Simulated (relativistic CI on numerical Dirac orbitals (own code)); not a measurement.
# Fe I: calculation against measurement

Computed by Dirac-Coulomb-Breit CI, orbitals from a KLI potential per configuration, QED by a radiative potential, valence Slater integrals scaled by 0.85, P86 correlation energy added to each configuration (own radial code, finite nucleus).

CI space (outside the closed core [Ar]): 3d⁶4s², 3d⁷4s, 3d⁶4s4p, 3d⁸, 3d⁷4p, 3d⁵4s²4p, 3d⁶4s4d, 3d⁷4d, 3d⁷5s, 3d⁶4s5s, 3d⁷5p, 3d⁶4s6s, 3d⁶4s5p, 3d⁶4s6p, 3d⁶4s4f, 3d⁶4s5d, 3d⁶4s7s, 3d⁶4s7p, 3d⁶4s5g, 3d⁶4s5f, 3d⁶4s6d, 3d⁶4p4d, 3d⁶4p², 3d⁵4p³. Double excitations out of closed p, d and f shells are left out; levels of such configurations are missing from the list, as are those of other unlisted configurations, and high levels can miss mixing partners.

```csv
Configuration,Term (tabulated),J,Measured (cm⁻¹),Computed,Error,Purity (%)
3d⁶4s²,a 5D,4,0.0,0,0,94
3d⁶4s²,a 5D,3,415.9,410,-6,94
3d⁶4s²,a 5D,2,704.0,696,-8,94
3d⁶4s²,a 5D,1,888.1,879,-9,94
3d⁶4s²,a 5D,0,978.1,969,-9,94
3d⁷4s,a 5F,5,6928.3,14181,7253,98
3d⁷4s,a 5F,4,7376.8,14607,7230,98
3d⁷4s,a 5F,3,7728.1,14941,7213,98
3d⁷4s,a 5F,2,7985.8,15187,7201,98
3d⁷4s,a 5F,1,8154.7,15348,7193,98
3d⁷4s,a 3F,2,12968.6,22283,9315,57
3d⁷4s,a 5P,3,17550.2,27184,9634,97
3d⁷4s,a 5P,2,17727.0,27355,9628,96
3d⁷4s,a 5P,1,17927.4,27533,9606,96
3d⁶4s²,a 3P,2,18378.2,19250,872,92
3d⁶4s4p,z 7D°,5,19350.9,14837,-4514,97
3d⁶4s²,a 3H,6,19390.2,17921,-1469,94
3d⁶4s²,a 3P,1,19552.5,20444,892,92
3d⁶4s4p,z 7D°,4,19562.4,15048,-4515,97
3d⁶4s²,a 3H,5,19621.0,18155,-1466,94
3d⁶4s4p,z 7D°,3,19757.0,15243,-4514,97
3d⁶4s²,a 3H,4,19788.2,18327,-1461,93
3d⁶4s4p,z 7D°,2,19912.5,15400,-4512,97
3d⁶4s4p,z 7D°,1,20019.6,15509,-4511,98
3d⁶4s²,a 3P,0,20037.8,20932,894,91
3d⁶4s²,b 3F,2,21039.0,19995,-1044,56
3d⁷4s,a 3G,5,21715.7,29066,7351,95
3d⁷4s,a 3G,4,21999.1,29321,7322,94
3d⁷4s,a 3G,3,22249.4,29560,7310,95
3d⁶4s4p,z 7F°,6,22650.4,17691,-4959,99
3d⁷4s,b 3P †,2,22838.3,33629,10791,84
3d⁶4s4p,z 7F°,5,22845.9,17900,-4946,98
3d⁷4s,b 3P †,1,22946.8,34182,11235,89
3d⁶4s4p,z 7F°,4,22996.7,18058,-4939,97
3d⁷4s,b 3P †,0,23051.7,34629,11577,91
3d⁶4s4p,z 7F°,3,23110.9,18179,-4932,98
3d⁶4s4p,z 7F°,2,23192.5,18265,-4927,98
3d⁶4s4p,z 7F°,1,23244.8,18320,-4925,99
3d⁶4s4p,z 7F°,0,23270.4,18347,-4923,99
3d⁶4s4p,z 7P°,4,23711.5,18254,-5457,93
3d⁶4s²,b 3G,5,23783.6,22620,-1164,92
3d⁶4s²,b 3G,4,24118.8,23021,-1097,85
3d⁶4s4p,z 7P°,3,24180.9,18693,-5488,93
3d⁷4s,c 3P †,2,24335.8,33136,8800,87
3d⁶4s²,b 3G,3,24338.8,23202,-1137,87
3d⁶4s4p,z 7P°,2,24506.9,18998,-5509,93
3d⁷4s,a 1G,4,24574.7,32043,7469,88
3d⁷4s,c 3P †,1,24772.0,33083,8311,91
3d⁷4s,c 3P †,0,25091.6,33078,7986,92
3d⁷4s,b 3H,6,26105.9,33236,7130,97
3d⁷4s,a 3D,3,26225.0,34942,8717,93
3d⁷4s,b 3H,5,26351.0,33466,7115,96
3d⁷4s,a 3D,1,26406.5,35327,8921,77
3d⁷4s,a 3D,2,26623.7,35428,8804,83
3d⁷4s,b 3H,4,26627.6,33736,7108,92
3d⁷4s,a 1P,1,27543.0,36954,9411,80
3d⁷4s,a 1D,2,28604.6,39248,10643,70
3d⁷4s,a 1H,5,28820.0,36474,7654,96
3d⁶4s²,a 1I,6,29313.0,27087,-2226,95
3d⁶4s²,b 3D,1,29320.0,29321,1,91
3d⁶4s²,b 3D,2,29356.7,29324,-33,90
3d⁶4s²,b 3D,3,29371.8,29438,66,91
3d⁶4s4p,z 5P°,2,29469.0,25348,-4121,95
3d⁶4s4p,z 5P°,1,29732.7,25611,-4121,96
3d⁶4s²,b 1G,4,29798.9,28494,-1304,91
3d⁶4s4p,z 3F°,4,31307.2,28436,-2871,97
3d⁶4s4p,z 3D°,3,31322.6,28659,-2664,73
3d⁶4s4p,z 3D°,2,31686.3,29001,-2685,77
3d⁶4s4p,z 3F°,3,31805.1,28954,-2851,73
3d⁶4s4p,z 3D°,1,31937.3,29275,-2662,97
```

Measured levels from NIST Handbook of Basic Atomic Spectroscopic Data (Sansonetti and Martin, J. Phys. Chem. Ref. Data 34, 1559 (2005)); pairs were made by configuration, J and term (by order where the table uses no LS term), so strongly mixed levels may be paired wrongly.

Mean error by configuration (cm⁻¹): 3d⁶4s² -511; 3d⁷4s 8147; 3d⁶4s4p -4343. Over the excited levels the mean absolute error is 4602 cm⁻¹ (93 of the 147 excited levels that our extract of the source holds in range could be paired, and the others can miss by more), and the median relative error of those above 1,000 cm⁻¹ is 22 %. † marks terms whose computed intervals miss the measured ones by more than a factor of 2.5, or configurations far off the rest, from wrong mixing, a near crossing or a doubtful label or measurement; they are left out of the means.

Transition probabilities of persistent lines. The last column rescales the computed rate by the cube of measured over computed energy:

```csv
λ measured (Å),Lower,Upper,A tabulated (s⁻¹),A computed,A rescaled
2788.10 air,3d⁷4s a 5F5,3d⁶4s4p y 5G°6,5.90e+07,3.96e+06,1.77e+07
3581.19 air,3d⁷4s a 5F5,3d⁷4p z 5G°6,1.02e+08,1.18e+08,1.52e+08
```
